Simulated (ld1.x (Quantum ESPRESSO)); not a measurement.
## tin TM: all-electron and pseudo phase curves

tin, norm-conserving Troullier–Martins (Kleinman–Bylander form), made with ld1.x (Quantum ESPRESSO) 7.5 (PBE, scalar-relativistic). Core [Kr] 4d10, reference 5s2 5p2. Waves: 5p (bound): rc 2.55 bohr; 5s (bound): rc 1.75 bohr. Local part: the s channel. Core correction: a·sin(br)/r model core inside 1.05 bohr.

The phase is arctan(r·u′/u) with u = r·R(r), unwrapped; energies in Ry, scanned from -3 to 5 Ry. A pole is an energy at which the radial function vanishes at the test radius. The pseudo phase is shifted by a multiple of π to meet the all-electron one at the reference energy, and phase errors are pseudo minus all-electron; the curves can meet again beyond the range given. Levels narrower than the energy grid can be missing from the lists of poles.

```csv
channel,radius (bohr),reference energy (Ry),"poles, all-electron","poles, pseudo",unbroken range about the reference energy with phases within 0.05 rad,phase error 1 Ry above the reference energy (rad)
s,2.74,-0.78,0.34,0.32,below 2.0,-0.004
p,2.74,-0.27,1.52,1.47,below 3.3,-0.004
```

Phases in the p channel:

```
E (Ry)  all-electron  pseudo
 -3.00         1.328   1.327
 -2.52         1.297   1.296
 -2.04         1.251   1.250
 -1.56         1.175   1.174
 -1.08         1.023   1.022
 -0.60         0.592   0.591
 -0.12        -0.600  -0.600
  0.36        -1.238  -1.240
  0.84        -1.442  -1.446
  1.32        -1.541  -1.548
  1.80        -1.607  -1.616
  2.28        -1.660  -1.674
  2.76        -1.714  -1.737
  3.24        -1.778  -1.822
  3.72        -1.874  -1.973
  4.20        -2.056  -2.367
  4.68        -2.552  -3.514
```
